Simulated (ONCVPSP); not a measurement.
Configuration tests for vanadium (ONCV)

| Property | Result |
| --- | --- |
| Element | vanadium |
| Generator | ONCVPSP 4.0.1 |
| Type | optimised norm-conserving Vanderbilt (ONCV) |
| Functional | LDA (Perdew-Wang 92) |
| Relativity | scalar-relativistic |
| Frozen core | [Ne] |
| Valence charge | 13 |
| Reference configuration | 3s2 3p6 3d3 4s1.75 4p0.25 |
| Partial waves | 3s+4s: rc 1.85 bohr, ncon 3, nbas 6, qcut 7.8 1/bohr, 3 projectors, debl 3.1 Ha; 3p+4p: rc 1.70 bohr, ncon 5, nbas 8, qcut 7.3 1/bohr, 2 projectors; 3d: rc 2.20 bohr, ncon 4, nbas 8, qcut 8.5 1/bohr, 1 projector |
| Local potential | polynomial inside 1.65 bohr (lpopt 3, dvloc0 0 Ha) |
| Core correction | Teter function, fcfact 3.25, rcfact 1.7 |

Energies are relative to the spin-unpolarised reference configuration 3s2 3p6 3d3 4s1.75 4p0.25; without spin polarisation the order of configurations can differ from experiment.

Give the all-electron excitation energy and the error of the potential for: 3s2 3p6 3d3 4s2 4p0; 3s2 3p6 3d3 4s1 4p0; 3s2 3p6 3d3 4s0 4p0; 3s2 3p6 3d3 4s0 4p1.

```
valence configuration  charge  ΔE all-electron (eV)  error AE − PS (meV)
  3s2 3p6 3d3 4s2 4p0       0                -0.835                 +0.1
  3s2 3p6 3d3 4s1 4p0      +1                 7.099                 +0.1
  3s2 3p6 3d3 4s0 4p0      +2                21.638                 -0.4
  3s2 3p6 3d3 4s0 4p1      +1                11.275                 -0.8
```

Levels in the configuration 3s2 3p6 3d3 4s1 4p0:

| level | all-electron (eV) | pseudo (eV) |
| --- | --- | --- |
| 3s | -77.512 | -77.554 |
| 3p | -51.643 | -51.670 |
| 3d | -12.918 | -12.938 |
| 4s | -11.159 | -11.158 |
